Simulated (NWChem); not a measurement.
Atomisation of Cl3GeI

SMILES: [Ge]([Cl])([Cl])([Cl])[I]
```xyz
5

Cl     1.3176    -1.1521    -1.7318
Ge     0.6827    -0.0757     0.0000
Cl     1.6483     1.8292     0.0000
Cl     1.3176    -1.1521     1.7318
I     -1.7862     0.1981     0.0000
```
Charge 0, spin multiplicity 1.

Program: NWChem. All single points use one geometry, from PBE0/def2-SVP with def2 effective core potentials on I, held to Cs symmetry and with no frequency check, so it may be a saddle point.

Basis set: def2-SVP. The atomisation energy is electronic alone: no zero-point, thermal, spin-orbit or counterpoise terms. No value is extrapolated to the basis-set limit. Free atoms are single determinants with multiplicities Cl 2, Ge 3, I 2. Correlated methods freeze the same cores in atoms and molecule, 28 orbitals in all.

```
method                        atomisation energy (kcal/mol)  relative cost
----------------------------  -----------------------------  -------------
BHandHLYP                                             278.3        under 3
B3LYP                                                 288.1        under 3
LC-wPBE (omega 0.3 per bohr)                          300.2             10
HF                                                    205.7              1
MP2                                                   290.9              4
PBE0                                                  305.1        under 3
TPSS                                                  307.3        under 3
```

The values span 101.6 kcal/mol, from HF (lowest) to TPSS (highest). Relative cost: rough, from shared machines, SCF included, HF = 1. Costs are the molecule's.

Effective core potentials replace the inner electrons of I; spin-orbit coupling is left out. B3LYP has NWChem's definition, with VWN1-RPA local correlation. GW and range-separated runs recompute their integrals, the others keep them in memory, which bears on the times. The structure started from a generated list of species. The stability of the SCF solutions was not checked. Open-shell Hartree-Fock references start from PBE0 orbitals; any time given for them includes that run.
